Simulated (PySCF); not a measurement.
## A small calculation by hand: chemical shift, span and skew from a shielding tensor

B(CCH)(Me)(OMe) (C₄H₇BO), SMILES C(B(C)OC)#C. Atoms are numbered in the order given.

```xyz
13

B      0.2012    -0.0838     0.0000
C     -0.2622    -1.5582     0.0000
C     -0.5726    -2.7351     0.0000
H     -0.8593    -3.7714     0.0000
C      1.7461     0.2243     0.0000
H      2.0297     1.2858     0.0000
H      2.2089    -0.2575    -0.8775
H      2.2089    -0.2575     0.8775
O     -0.7922     0.8325     0.0000
C     -0.6431     2.2246     0.0000
H     -1.1380     2.6411    -0.8911
H     -1.1380     2.6411     0.8911
H      0.4104     2.5438     0.0000
```

Geometry: PBE0-D3(BJ)/def2-SVP. This is a generated structure with no PubChem entry under its InChIKey; it may be hypothetical. The values are those of a single conformer.

GIAO shieldings from HF/pcSseg-1 run with PySCF, non-relativistic, no solvent. The symmetric part of the tensor of C10 has the principal values 116.4, 122.0, 185.3 ppm. The same nucleus in TMS has σ = 192.6 ppm at this level (PySCF, at its B3LYP-D3(BJ)/def2-TZVP geometry).

Question: Work out the isotropic shielding, the ¹³C shift against TMS, the span and the skew.

Answer: 
σ(iso) = (σ11 + σ22 + σ33)/3 = 141.2 ppm. δ = σ(ref) − σ(iso) = 192.6 − (141.2) = 51.4 ppm.
Span Ω = σ33 − σ11 = 68.9 ppm. Skew κ = 3(σ(iso) − σ22)/Ω = 0.84. Tumbling in solution averages the tensor to δ; in a static solid the shielding alone would spread this spin-1/2 line over Ω.
